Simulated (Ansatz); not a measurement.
Frontier orbitals of `OBN[SiH3]`.

```xyz
10

O    -0.788   -1.621   -0.069
B    -0.495   -0.770    0.962
N     0.141    0.445    0.635
Si    0.588    0.959   -0.968
H    -1.218   -2.428    0.214
H    -0.767   -1.047    2.099
H     0.355    1.067    1.397
H    -0.598    1.088   -1.852
H     1.548    0.018   -1.597
H     1.234    2.290   -0.821
```

Total charge 0; spin multiplicity 1. The structure was optimised at the PBE0-D4/def2-TZVP level. It is one conformer, not always the lowest. Basis def2-TZVPP, the Gaussian-basis code of Ansatz.

Orbital energies of one run (eV). Highest occupied ones, from the top: -8.06, -9.38, -9.68, -9.94, -11.04, -11.62, -13.02, -13.19, -15.59, -16.37, -24.66, -29.57, -101.18, -101.19. Empty: 0.88, 0.98, 1.56, 2.15, 2.53, 2.53.

(1) Which functional gave them?
A. CAM-B3LYP
B. r2SCAN0
C. ωB97M-V
D. r2SCANh

Answers

(1) B. HOMO energies: r2SCAN0 -8.06, r2SCANh -7.30, ωB97M-V -10.16, CAM-B3LYP -9.24 eV.
